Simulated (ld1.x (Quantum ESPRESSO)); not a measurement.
Results of a calculation; reference values are marked as such.
# Pseudopotentials across the periodic table

Generated with ld1.x 7.5 (TM, RRKJ, ultrasoft, PAW), atompaw 4.2 or ONCVPSP 4.0.1. The cutoff is in Ry: for ld1.x and atompaw files where the sum of valence levels is converged to 10 mRy in a Bessel basis, for ONCV files where the hardest occupied wave has 1 mHa per electron of residual kinetic energy. The error is the largest all-electron minus pseudo excitation energy over each file’s own four to seven test configurations (ionisations up to +4, promotions, holes and added fractions of an electron), all of which were solved. The labels leave out finer settings (local radius, basis sizes, second energies), which also bear on the numbers. Spin-polarised tests are not counted. The rows are a selection from randomly drawn settings: files with unsolved tests, undetermined cutoffs or missed reference levels are left out.

A true bound ghost makes a file unfit for plane-wave use even where its test errors are small: the radial tests pick states by their node count and pass the ghost by.

```csv
element,potential,cutoff (Ry),largest error (meV),bound ghosts
C,"TM, BP86, non-relativistic, rc 1.06/1.36/1.26 (spd), local s, core correction no, reference 2s2 2p2",50,+252,none
O,"PAW, PBE, scalar-relativistic, rc 0.70/1.35 (sp), local smoothed, core correction yes, reference 2s1.75 2p4.25",70,-14,none
Cl,"PAW, PW91, scalar-relativistic, rc 1.60/1.60/1.25 (spd), local smoothed, core correction yes, reference 3s2 3p5",25,-76,none
Cr,"PAW, PBE, scalar-relativistic, rc 3.15/3.05/1.65 (spd), local smoothed, core correction yes, reference 3d5 4s1 4p0",40,-928,s
Pt,"TM, PBE, scalar-relativistic, rc 2.10/1.75/2.25 (spd), local d, core correction yes, reference 5p6 5d9 6s0.75 6p0",45,-616,s
```

Problem. Fill in the row for Ni: PAW, PBEsol, scalar-relativistic, rc 2.30/1.15/1.05 (spd), local smoothed, core correction yes, reference 3p6 3d8 4s1.75 4p0.25.

Solution. cutoff 140 Ry, largest error +45 meV, bound ghosts: none.
